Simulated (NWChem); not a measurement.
Everything below was run with NWChem. System: C4H3S, charge 0, spin multiplicity 2, at a geometry optimised with UPBE0/def2-SVP. The structure started from a generated list of species. Its SCF solution wasn't tested for a lower state. Level: UTPSS/def2-TZVP.

Job file:

```
start mol
memory heap 200 mb stack 900 mb global 1100 mb
geometry units angstroms nocenter noautoz
  C      1.404122     0.429540     0.000000
  C      0.329505     1.251006     0.000000
  S     -1.103427     0.272563     0.000000
  C     -0.195307    -1.187834     0.000000
  C      1.159672    -0.960510     0.000000
  H      0.263543     2.337895     0.000000
  H     -0.713520    -2.147126     0.000000
  H      1.916850    -1.744982     0.000000
  symmetry group Cs
end
basis spherical
  * library def2-tzvp
end
dft
  xc xtpss03 ctpss03
  odft
  mult 2
  semidirect memsize 60000000 filesize 0
  iterations 100
  grid fine
end
task dft energy
```

Output (cleaned and shortened):

```
             Northwest Computational Chemistry Package (NWChem) 7.3.0
             --------------------------------------------------------

                                NWChem Input Module
                                -------------------

 Scaling coordinates for geometry "geometry" by  1.889725989
 (inverse scale =  0.529177249)

 Turning off AUTOSYM since
 SYMMETRY directive was detected!

                             Geometry "geometry" -> ""
                             -------------------------

 Output coordinates in angstroms (scale by  1.889725989 to convert to a.u.)

  No.       Tag          Charge          X              Y              Z
 ---- ---------------- ---------- -------------- -------------- --------------
    1 C                    6.0000     1.40412200     0.42954000     0.00000000
    2 C                    6.0000     0.32950500     1.25100600     0.00000000
    3 S                   16.0000    -1.10342700     0.27256300     0.00000000
    4 C                    6.0000    -0.19530700    -1.18783400     0.00000000
    5 C                    6.0000     1.15967200    -0.96051000     0.00000000
    6 H                    1.0000     0.26354300     2.33789500     0.00000000
    7 H                    1.0000    -0.71352000    -2.14712600     0.00000000
    8 H                    1.0000     1.91685000    -1.74498200     0.00000000

 Effective nuclear repulsion energy (a.u.)     192.9899556740

            Nuclear Dipole moment (a.u.)
            ----------------------------
        X                 Y               Z
 ---------------- ---------------- ----------------
    -0.0000132281     0.0000132281     0.0000000000

      Symmetry information
      --------------------

 Group name             Cs
 Group number              2
 Group order               2
 No. of unique centers     8

      Symmetry unique atoms

     1    2    3    4    5    6    7    8


 Summary of "ao basis" -> "" (spherical)
 ------------------------------------------------------------------------------
       Tag                 Description            Shells   Functions and Types
 ---------------- ------------------------------  ------  ---------------------
 *                         def2-tzvp                  on all atoms

                                 NWChem DFT Module
                                 -----------------

 Summary of "ao basis" -> "ao basis" (spherical)
 ------------------------------------------------------------------------------
       Tag                 Description            Shells   Functions and Types
 ---------------- ------------------------------  ------  ---------------------
 C                         def2-tzvp                11       31   5s3p2d1f
 S                         def2-tzvp                13       37   5s5p2d1f
 H                         def2-tzvp                 4        6   3s1p

 Summary of "ao basis" -> "ao basis" (spherical)
 ------------------------------------------------------------------------------
       Tag                 Description            Shells   Functions and Types
 ---------------- ------------------------------  ------  ---------------------
 C                         def2-tzvp                11       31   5s3p2d1f
 S                         def2-tzvp                13       37   5s5p2d1f
 H                         def2-tzvp                 4        6   3s1p

      Symmetry analysis of basis
      --------------------------

        a'        124
        a"         55

            General Information
[...]
 Vector   24  Occ=0.000000D+00  E= 4.930584D-03  Symmetry=a'
              MO Center= -8.3D-01,  2.9D-01,  1.1D-15, r^2= 3.7D+00
   Bfn.  Coefficient  Atom+Function         Bfn.  Coefficient  Atom+Function
  ----- ------------  ---------------      ----- ------------  ---------------
    36      1.574243  2 C  s                104     -1.421847  4 C  s
   135      1.097184  5 C  s                 81     -1.055325  3 S  py
     5     -0.776779  1 C  s                164     -0.538115  6 H  s
   103     -0.443710  4 C  s                 12      0.427998  1 C  px
   176     -0.355378  8 H  s                 35      0.344458  2 C  s

   alpha - beta orbital overlaps
   -----------------------------

   alpha      1      2      3      4      5      6      7      8      9     10
    beta      1      2      4      3      5      6      7      8      9     10
 overlap   1.000  1.000  0.990  0.992  0.998  1.000  0.983  0.983  1.000  0.999

   alpha     11     12     13     14     15     16     17     18     19     20
    beta     11     12     13     14     15     16     17     18     19     20
 overlap   0.956  0.953  0.999  0.995  0.984  0.994  0.996  0.999  0.992  0.933

   alpha     21     22     23     24     25     26     27     28     29     30
    beta     22     21     23     24     25     26     27     28     29     30
 overlap   0.972  0.933  0.996  0.994  0.995  0.999  0.988  0.989  0.997  0.980

   alpha     31     32     33     34     35     36     37     38     39     40
    beta     31     32     33     34     35     36     37     38     39     40
 overlap   0.963  0.977  0.999  0.909  0.918  0.989  0.940  0.988  0.863  0.893

   alpha     41     42     43     44     45     46     47     48     49     50
    beta     41     42     43     44     45     47     46     48     49     50
 overlap   0.988  0.998  0.994  0.985  0.998  0.981  0.998  0.920  0.943  0.933

   alpha     51     52     53     54     55     56     57     58     59     60
    beta     51     52     53     54     55     56     58     57     59     60
 overlap   0.939  0.947  0.995  0.996  0.991  0.997  0.768  0.776  1.000  0.996

   alpha     61     62     63     64     65     66     67     68     69     70
    beta     61     62     63     64     65     66     67     68     69     70
 overlap   0.997  0.994  0.995  0.988  0.998  0.997  0.995  0.995  0.981  0.972

   alpha     71     72     73     74     75     76     77     78     79     80
    beta     71     72     73     74     75     76     77     79     78     80
 overlap   0.967  0.998  0.995  0.749  0.754  0.983  0.993  0.992  0.999  0.936

   alpha     81     82     83     84     85     86     87     88     89     90
    beta     81     82     83     84     85     86     87     88     90     89
 overlap   0.997  0.947  0.999  0.995  0.999  0.962  0.993  0.999  0.940  0.994

   alpha     91     92     93     94     95     96     97     98     99    100
    beta     91     92     93     94     95     96     97     98     99    100
 overlap   0.976  0.995  0.994  0.999  0.998  0.998  1.000  1.000  0.993  0.993

   alpha    101    102    103    104    105    106    107    108    109    110
    beta    101    102    103    104    105    106    107    108    109    110
 overlap   1.000  1.000  1.000  0.998  0.998  1.000  0.998  0.997  0.999  0.999

   alpha    111    112    113    114    115    116    117    118    119    120
    beta    111    112    113    114    115    116    117    118    119    120
 overlap   1.000  0.999  0.994  0.990  0.973  0.978  0.975  0.975  0.999  0.998

   alpha    121    122    123    124    125    126    127    128    129    130
    beta    121    122    123    124    125    126    127    128    129    130
 overlap   0.999  0.991  0.998  0.979  0.983  0.982  0.981  0.999  0.997  0.996

   alpha    131    132    133    134    135    136    137    138    139    140
    beta    131    132    133    134    135    136    137    138    139    140
 overlap   0.983  0.992  0.982  0.996  0.760  0.701  0.937  0.957  0.971  0.979

   alpha    141    142    143    144    145    146    147    148    149    150
    beta    141    143    142    144    145    146    148    147    149    150
 overlap   0.858  0.877  0.987  0.937  0.930  0.985  0.981  0.997  0.983  0.930

   alpha    151    152    153    154    155    156    157    158    159    160
    beta    151    153    152    154    155    156    157    158    159    160
 overlap   0.936  0.996  0.998  0.991  0.994  1.000  0.996  0.995  0.998  1.000

   alpha    161    162    163    164    165    166    167    168    169    170
    beta    161    162    163    164    165    166    167    168    169    170
 overlap   0.997  1.000  0.994  0.999  0.995  0.994  0.994  0.998  0.998  0.999

   alpha    171    172    173    174    175    176    177    178    179
    beta    171    172    173    174    175    176    177    178    179
 overlap   0.999  1.000  1.000  1.000  1.000  1.000  1.000  0.999  1.000

     --------------------------
     Expectation value of S2:
     --------------------------
      <S2> =      0.7585 (Exact =     0.7500)

 center of mass
 --------------
 x =  -0.03243650 y =   0.03493796 z =   0.00000000

 moments of inertia (a.u.)
 ------------------
         230.572862161642          32.832325777944           0.000000000000
          32.832325777944         302.636021336987           0.000000000000
           0.000000000000           0.000000000000         533.208883498629

     Multipole analysis of the density
     ---------------------------------

     L   x y z        total         alpha         beta         nuclear
     -   - - -        -----         -----         ----         -------
     0   0 0 0     -0.000000    -22.000000    -21.000000     43.000000

     1   1 0 0     -0.132624     -1.461385      1.328775     -0.000013
     1   0 1 0     -0.191201     -0.498849      0.307635      0.000013
     1   0 0 1     -0.000000     -0.000000     -0.000000      0.000000

     2   2 0 0    -26.955762    -99.076970    -86.835415    158.956624
     2   1 1 0     -0.535271      7.238339     10.824633    -18.598243
     2   1 0 1     -0.000000     -0.000000     -0.000000      0.000000
     2   0 2 0    -22.573245    -81.609189    -79.549251    138.585196
     2   0 1 1      0.000000      0.000000      0.000000      0.000000
     2   0 0 2    -29.049778    -14.857235    -14.192542      0.000000

 Task  times  cpu:       52.2s     wall:       52.2s

 Total times  cpu:       52.2s     wall:       52.2s
```
